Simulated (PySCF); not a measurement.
FH6NOSi2, SMILES N[Si@@H](O)[SiH2]F. Atoms are numbered in the order given.

```xyz
11

N     -1.6712    -1.1210     1.0410
Si    -1.0208     0.1502     0.0535
O     -0.5047     1.5788     0.7999
Si     1.0057    -0.5992    -0.8897
F      2.0825     0.4993    -0.2458
H     -1.0775    -1.5940     1.7275
H     -2.6291    -1.0416     1.3938
H     -2.1259     0.5120    -0.8917
H      0.4709     1.6266     0.8386
H      1.4511    -1.9688    -0.4468
H      1.1162    -0.5252    -2.3891
```
Charge 0, spin multiplicity 1.

Coordinates come from a PBE-D3(BJ)/def2-SVP optimisation. The structure was generated by enumeration; whether it is a known compound was not checked. One conformer was computed; it need not be the lowest.

These are r2SCAN/def2-TZVP run with PySCF values and carry that method's errors.

Gas-phase values at a fixed geometry.

Computed frontier levels, gap, dipole moment and polarisability:
```
Property                                                                                                       Result
---------------------------------------------------------------------------------------------  ----------------------
highest occupied level                                                                                       -6.70 eV
lowest empty level                                                                                           -1.33 eV
orbital gap                                                                                                   5.36 eV
dipole moment                                                                                                  1.96 D
quadrupole, principal values (traceless, Buckingham form, about the centre of nuclear charge)  -5.84, -1.05, 6.89 D·Å
mean static polarisability                                                                       64.5 bohr³ (9.56 Å³)
polarisability, principal values                                                               57.1, 62.7, 73.7 bohr³
```
